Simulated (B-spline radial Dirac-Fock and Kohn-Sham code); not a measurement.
**In⁺ 4s: cross section and angular parameters**

System: In⁺, 1s2 2s2 2p6 3s2 3p6 3d10 4s2 4p6 4d10 5s2; threshold 135.4 eV (orbital energy of the model). The computed values come from a radial finite-basis atomic code: Dirac-Hartree-Slater photoionisation with a Latter tail; cross sections with all multipoles, angular parameters from the dipole term and its interference with E2.

| hν (eV) | σ (kb) | β | γ |
| --- | --- | --- | --- |
| 150 | 169 | 1.938 | 0.055 |
| 151 | ? | ? | ? |
| 173 | 162 | 1.953 | 0.163 |
| 200 | 153 | 1.963 | 0.234 |
| 277 | 118 | 1.975 | 0.325 |
| 283 | 115 | 1.976 | 0.328 |
| 292 | 112 | 1.977 | 0.332 |
| 646 | 39.8 | 1.987 | 0.284 |
| 699 | 35.2 | 1.988 | 0.266 |
| 800 | 28.6 | 1.988 | 0.232 |
| 829 | 27.0 | 1.989 | 0.223 |
| 1410 | 11.1 | 1.991 | 0.059 |
| 1530 | 9.61 | 1.991 | 0.034 |
| 1600 | 8.88 | 1.991 | 0.021 |
| 1990 | 6.03 | 1.992 | -0.039 |
| 2000 | 5.98 | 1.992 | -0.040 |
| 2984.4 | 2.86 | 1.992 | -0.099 |
| 3510 | 2.10 | 1.993 | -0.095 |
| 3560 | 2.05 | 1.993 | -0.093 |
| 5470 | 0.881 | 1.993 | 0.032 |
| 5560 | 0.853 | 1.993 | 0.040 |
| 5850 | 0.769 | 1.993 | 0.068 |
| 6000 | 0.731 | 1.993 | 0.083 |
| 6860 | 0.555 | 1.993 | 0.174 |
| 9460 | 0.282 | 1.993 | 0.474 |
| 10900 | 0.207 | 1.993 | 0.642 |

Question: Give the values at 151 eV.

Answer: σ = 168 kb, β = 1.939, γ = 0.062. For an s subshell δ is negligible.
